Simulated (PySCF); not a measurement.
Cd(OH)(SMe) (CH₄CdOS), SMILES C[S][Cd][OH]. The structure is a stationary point at PBE0-D3(BJ)/def2-SVP. The structure was generated by enumeration; whether it is a known compound was not checked. The def2 effective core potentials stand for the cores of Cd; spin–orbit coupling is left out. Other conformers were not sampled.

Question: Give the equilibrium geometry at PBE0-D3(BJ)/def2-SVP (PySCF confirms it by a frequency run) as bond lengths and angles. (The exact figures need the calculation; the answer reports its results.)

Answer: One answer among several that fit: 
Atoms: Cd1 O2 H3 S4 C5 H6 H7 H8. Bonds (Å): Cd1–O2 1.970, Cd1–S4 2.331, O2–H3 0.964, S4–C5 1.828, C5–H6 1.099, C5–H7 1.099, C5–H8 1.099. Bond angles (°): O2–Cd1–S4 177.1, Cd1–O2–H3 111.6, Cd1–S4–C5 102.4, S4–C5–H6 112.4, S4–C5–H7 106.1, S4–C5–H8 112.3, H6–C5–H7 108.1, H6–C5–H8 109.6, H7–C5–H8 108.1.
